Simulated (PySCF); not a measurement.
System: sum formula H₃SiSO₂, net charge 0, doublet state. It need not be the lowest isomer of its formula. 
Structure (B3LYP-D3(BJ)/def2-TZVP (Ansatz) minimum search):
```
Si
O 1 1.6445
H 2 0.9635 1 117.04
O 1 1.6549 2 104.94 3 21.40
H 4 0.9618 1 117.51 2 178.65
S 1 2.1700 2 111.83 3 138.31
H 6 1.3432 1 94.01 2 88.44
```
Charge 0, spin multiplicity 2.

Dispersion corrections to the total energy (kcal/mol) from the dftd3 and dftd4 libraries through PySCF: D3(BJ) without and D4 with the three-body term, each with the damping fitted for the functional named.

| functional | D3(BJ) | D4 |
|---|---|---|
| B3LYP | -6.56 | (withheld) |
| PW6B95 | -2.08 | -3.28 |
| B2PLYP | -3.25 | -2.56 |
| HF | -30.54 | -12.90 |
| BP86 | -6.18 | (withheld) |
| TPSSh | (withheld) | -4.49 |
| HSE06 | -2.53 | -2.91 |

Problem. Complete the blanks.

Solution. 
- B3LYP, D4: -6.04
- BP86, D4: -5.02
- TPSSh, D3(BJ): -4.21
